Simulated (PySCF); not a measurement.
# Structure from 2D NMR

Compound of formula C$_{6}$H$_{11}$ClOSi. Correlations simulated from computed shifts and the bond graph:

HSQC (one-bond C–H):
```
  δH    δC
4.26  82.5
2.34  40.6
2.12  50.1
2.06  46.3
1.75  51.7
1.72  50.1
1.58  46.3
1.41  51.7
```

COSY cross peaks (H two or three bonds apart, from the bond graph; peaks can be absent where the dihedral angle is near 90°):
```
  δH    δH
4.26  2.34
4.26  2.12
4.26  1.72
2.34  2.06
2.34  1.75
2.34  1.58
2.34  1.41
2.12  1.72
2.06  1.58
1.75  1.41
```

HMBC (two and three bonds, from the bond graph):
```
  δH                            δC
4.97                          82.5
4.26  69.3, 51.7, 50.1, 46.3, 40.6
2.34  82.5, 69.3, 51.7, 50.1, 46.3
2.12  82.5, 69.3, 51.7, 46.3, 40.6
2.06  82.5, 69.3, 51.7, 50.1, 40.6
1.75  82.5, 69.3, 50.1, 46.3, 40.6
1.72  82.5, 69.3, 51.7, 46.3, 40.6
1.58  82.5, 69.3, 51.7, 50.1, 40.6
1.41  82.5, 69.3, 50.1, 46.3, 40.6
```

Carbons without hydrogens: δ 69.3.

PySCF 2.14 calculation with geometry: PBE0-D3(BJ)/def2-SVP and shieldings: GIAO PBE/pcSseg-1; single conformer, no solvent model, non-relativistic, fast rotation and ring inversion assumed for equivalent nuclei.

Chemical shifts δ = σref − σ; 1H, 13C vs TMS, all at this level.

Exchangeable hydrogens are left out of these lists.

Which molecule is this?

Answers

`[C@H]12[C@H](O[SiH3])C[C@](Cl)(C1)C2`.

Numbering as in the mapped SMILES `[SiH3:1][O:2][C@@H:3]1[CH2:4][C@:5]2([Cl:6])[CH2:7][C@H:8]1[CH2:9]2` (H(Xn): hydrogen on atom n). Ha(C7), Ha(C9) are cis to C3 on the ring; Ha(C4) is cis to O2 on the ring; Hb(C7), Hb(C9) are trans to C3 on the ring; Hb(C4) is trans to O2 on the ring.

- δC 82.5 is C3, an sp3 CH bonded to O (δH 4.26).
- δC 69.3 is C5, a fully substituted sp3 carbon bonded to Cl.
- δC 51.7 is C9, an sp3 CH2 in a ring (δH 1.75, 1.41).
- δC 50.1 is C4, an sp3 CH2 in a ring (δH 1.72, 2.12).
- δC 46.3 is C7, an sp3 CH2 in a ring (δH 2.06, 1.58).
- δC 40.6 is C8, an sp3 CH in a ring (δH 2.34).
- HMBC from δH 4.26 reaches the proton-free carbon C5.
- HMBC from δH 2.34 reaches the proton-free carbon C5.
- HMBC from δH 2.12 reaches the proton-free carbon C5.
- HMBC from δH 2.06 reaches the proton-free carbon C5.
- COSY links 4.26–2.34, 4.26–2.12, 4.26–1.72, 2.34–2.06, 2.34–1.75, 2.34–1.58.

The shifts were computed for this structure.

Carbons that carry Cl, above all several Cl atoms, come out too deshielded, partly because spin–orbit coupling is missing. Shifts are as computed. Against solution values, carbons near 30 ppm lie about +2 ppm off and those near 130 ppm about +2 ppm. Of 1309 compounds with measured shifts, 239 miss one by over three times the rms of a fit or turn the order of signals round; such compounds aren't used in these exercises.
